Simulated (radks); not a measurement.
Isoelectronic series with 19 electrons, all held in the configuration [Ar] 4s1, which need not be the ground one along the series. All-electron calculation, non-relativistic Kohn-Sham, r2SCAN, spin-polarised, spherical densities, point nucleus; open shells are filled with parallel spins first; meta-GGA in the generalised Kohn-Sham scheme. Program: a radial shooting solver on a logarithmic mesh with Libxc functionals. Total energies (hartree) and orbital eigenvalues (Ry):

K: E (hartree) -599.88753; 4s up -0.18998; 3p down -1.42775; 3p up -1.43143
Ca+: E (hartree) -677.30977; 4s up -0.69075; 3p down -2.61759; 3p up -2.62554
Sc2+: E (hartree) -759.73464; 4s up -1.36032; 3p down -4.08055; 3p up -4.09254
Ti3+: E (hartree) -847.14642; 4s up -2.17860; 3p down -5.79314; 3p up -5.80891
V4+: E (hartree) -939.53619; 4s up -3.13734; 3p down -7.74599; 3p up -7.76537
Cr5+: E (hartree) -1036.89805; 4s up -4.23211; 3p down -9.93401; 3p up -9.95687
Mn6+: E (hartree) -1139.22789; 4s up -5.46017; 3p down -12.35404; 3p up -12.38027
Fe7+: E (hartree) -1246.52264; 4s up -6.81967; 3p down -15.00392; 3p up -15.03344
Co8+: E (hartree) -1358.78001; 4s up -8.30932; 3p down -17.88212; 3p up -17.91487
Ni9+: E (hartree) -1475.99820; 4s up -9.92817; 3p down -20.98752; 3p up -21.02345
Cu10+: E (hartree) -1598.17580; 4s up -11.67550; 3p down -24.31926; 3p up -24.35834
Zn11+: E (hartree) -1725.31166; 4s up -13.55073; 3p down -27.87668; 3p up -27.91887
Ga12+: E (hartree) -1857.40486; 4s up -15.55345; 3p down -31.65925; 3p up -31.70453
Ge13+: E (hartree) -1994.45464; 4s up -17.68329; 3p down -35.66655; 3p up -35.71490
As14+: E (hartree) -2136.46035; 4s up -19.93996; 3p down -39.89824; 3p up -39.94963
Se15+: E (hartree) -2283.42147; 4s up -22.32322; 3p down -44.35405; 3p up -44.40847
Br16+: E (hartree) -2435.33754; 4s up -24.83289; 3p down -49.03372; 3p up -49.09116
